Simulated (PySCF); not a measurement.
# Working out the ionisation energy of F⁺

F⁺ [He] 2s2 2p4 (3P) → F²⁺ [He] 2s2 2p3 (4S). All numbers are calculated (PySCF 2.14, scalar relativity by spin-free X2C-1e, in aug-cc-pCVTZ-DK). Frozen: nothing. Energies in hartree (1 hartree = 27.21139 eV):

| part | F⁺ (lower) | F²⁺ (upper) |
| --- | --- | --- |
| UHF | -98.918420 | -97.692200 |
| MP2 opposite-spin | -0.160695 | -0.120522 |
| MP2 same-spin | -0.043817 | -0.037100 |

**Question.** What does Hartree-Fock give?

**Answer.** (-97.692200) − (-98.918420) = 1.226220 hartree = 33.367 eV.

**Question.** What do MP2 and SCS-MP2 (6/5 opposite-spin, 1/3 same-spin) give?

**Answer.** The opposite-spin parts differ by 1.093 eV and the same-spin parts by 0.183 eV. MP2: 33.367 + (1.093) + (0.183) = 34.643 eV. SCS-MP2: 33.367 + 1.2 × (1.093) + (0.183)/3 = 34.740 eV.

Measured between the centres of the two terms (NIST): 34.950 eV, so MP2 (valence and next inner shell) is off by -0.307 eV.

What remains against the reference includes basis incompleteness and correlation beyond second order.
